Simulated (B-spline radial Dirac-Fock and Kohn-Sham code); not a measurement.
# Ho²⁺ 4f5/2: cross section and angular parameters

System: Ho²⁺, configuration [Xe] 4f11; threshold 25.36 eV (orbital energy of the model). These are calculated numbers from a radial atomic solver; the model is Dirac-Hartree-Slater photoionisation with a Latter tail; cross sections with all multipoles, angular parameters from the dipole term and its interference with E2.

Input file task.json (cfg lists n, l and occupation; rrms is the nuclear radius in fm):

```json
{"items": [{
  "Z": 67,
  "q": 2,
  "cfg": [[1, 0, 2], [2, 0, 2], [2, 1, 6], [3, 0, 2], [3, 1, 6], [3, 2, 10], [4, 0, 2], [4, 1, 6], [4, 2, 10], [4, 3, 11], [5, 0, 2], [5, 1, 6]],
  "A": 165,
  "rrms": 5.2022,
  "do": "xps",
  "hv": [60, 76.8, 312.0, 333.0, 354.0, 716.0, 719.0, 800, 1100.0, 1130.0, 1180.0, 1253.6, 1360.0, 1460.0, 1486.9, 1540.0, 1550.0, 1610.0, 1650.0, 2620.0, 2770.0, 2860.0, 4420.0, 4430.0, 5414.7, 5430.0, 6000, 6290.0, 8047.8, 15000]
}]}
```

Launch: `python xray2_run.py task.json out`

For linearly polarised light dσ/dΩ = σ/(4π) [1 + β P₂(cos θ) + (δ + γ cos²θ) sin θ cos φ], with θ from the polarisation vector and φ the angle between the beam and the projection of the electron momentum on the plane normal to the polarisation.

| hν (eV) | σ (kb) | β | γ | δ |
| --- | --- | --- | --- | --- |
| 60 | 2380 | 0.599 | 0.008 | 0.009 |
| 76.8 | 2860 | 0.449 | 0.006 | 0.012 |
| 312 | 1230 | 0.634 | 0.020 | 0.029 |
| 333 | 1100 | 0.664 | 0.022 | 0.031 |
| 354 | 982 | 0.693 | 0.025 | 0.032 |
| 716 | 183 | 0.978 | 0.110 | 0.056 |
| 719 | 181 | 0.980 | 0.111 | 0.056 |
| 800 | 133 | 1.008 | 0.138 | 0.061 |
| 1100 | ? | ? | ? | ? |
| 1130 | 46.2 | 1.065 | 0.257 | 0.081 |
| 1180 | 40.2 | 1.068 | 0.276 | 0.084 |
| 1253.6 | 33.0 | 1.070 | 0.303 | 0.088 |
| 1360 | 25.2 | 1.071 | 0.341 | 0.095 |
| 1460 | 19.8 | 1.069 | 0.377 | 0.100 |
| 1486.9 | 18.6 | 1.069 | 0.386 | 0.102 |
| 1540 | 16.5 | 1.066 | 0.405 | 0.105 |
| 1550 | 16.2 | 1.066 | 0.408 | 0.105 |
| 1610 | 14.2 | 1.063 | 0.428 | 0.108 |
| 1650 | 13.0 | 1.061 | 0.442 | 0.111 |
| 2620 | 2.44 | 0.978 | 0.712 | 0.162 |
| 2770 | 1.98 | 0.964 | 0.746 | 0.170 |
| 2860 | 1.75 | 0.956 | 0.765 | 0.175 |
| 4420 | 0.318 | 0.829 | 1.032 | 0.255 |
| 4430 | 0.315 | 0.828 | 1.033 | 0.256 |
| 5414.7 | 0.139 | 0.767 | 1.158 | 0.304 |
| 5430 | 0.137 | 0.766 | 1.159 | 0.305 |
| 6000 | 0.0903 | 0.736 | 1.221 | 0.332 |
| 6290 | 0.0740 | 0.721 | 1.249 | 0.346 |
| 8047.8 | 0.0257 | 0.647 | 1.391 | 0.426 |
| 15000 | 0.00158 | 0.470 | 1.659 | 0.700 |

Q: Give the values at 1100 eV.

A: σ = 50.3 kb, β = 1.062, γ = 0.246, δ = 0.080.
